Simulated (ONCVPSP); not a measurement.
**What one change does to a pseudopotential (magnesium (Mg), ONCV)**

magnesium, optimised norm-conserving Vanderbilt (ONCV), made with ONCVPSP 4.0.1 (LDA (Perdew-Wang 92), scalar-relativistic). Core [He], reference 2s2 2p6 (charge +2). Waves: 2s: rc 0.85 bohr, ncon 5, nbas 8, qcut 18.5 1/bohr, 2 projectors, debl 3.4 Ha; 2p: rc 1.10 bohr, ncon 4, nbas 7, qcut 12.1 1/bohr, 2 projectors, debl 3.4 Ha. Local part: polynomial inside 0.80 bohr (lpopt 5, dvloc0 0 Ha). Core correction: none.

In the s channel the program set the typed energies aside and used -3.655, 0.250 Ha.

Change: p: rc 0.94.

Cutoffs: the cutoffs (Ha) at which the residual kinetic energy of the hardest occupied pseudo-wave falls to 1 and 0.1 mHa per electron; they do not see the model core or the augmentation charge, which bear on the density cutoff. Errors are all-electron minus pseudo energies relative to the spin-unpolarised reference configuration.

Question: How do hardness, ghosts and transferability respond?

Answer: The potential gets harder (103 Ha and 124 Ha → 103 Ha and 151 Ha); of the 4 tests that both files solve, the error grows in 1 and shrinks in 0 by more than 15 % and 0.3 meV (median size 0.1 → 0.3 meV); neither file shows a bound ghost. A smaller radius makes the pseudo-wave follow the all-electron one further in, where it bends more sharply, so more plane waves are needed.

| quantity | base | changed |
| --- | --- | --- |
| cutoff, loose | 103 Ha | 103 Ha |
| cutoff, tight | 124 Ha | 151 Ha |
| loose cutoff by channel | s 103 Ha, p 60 Ha | s 103 Ha, p 70 Ha |
| bound ghosts | none | none |
| GHOST(+) flags under 300 eV | none | none |
| error for 2s2 2p6 3s2, meV [ΔE -23.11 eV] | +0.1 | +0.4 |
| error for 2s2 2p6 3s1, meV [ΔE -15.04 eV] | +0.1 | +0.2 |
| error for 2s2 2p6 3s1.5, meV [ΔE -19.92 eV] | +0.1 | +0.3 |
| error for 2s2 2p6 3s1 3p1, meV [ΔE -19.59 eV] | +0.2 | +0.3 |
| s: phases at 0.86 bohr within 0.05 rad from the reference energy up to (Ha; the scan ends near 5) | to the end of the scan | to the end of the scan |
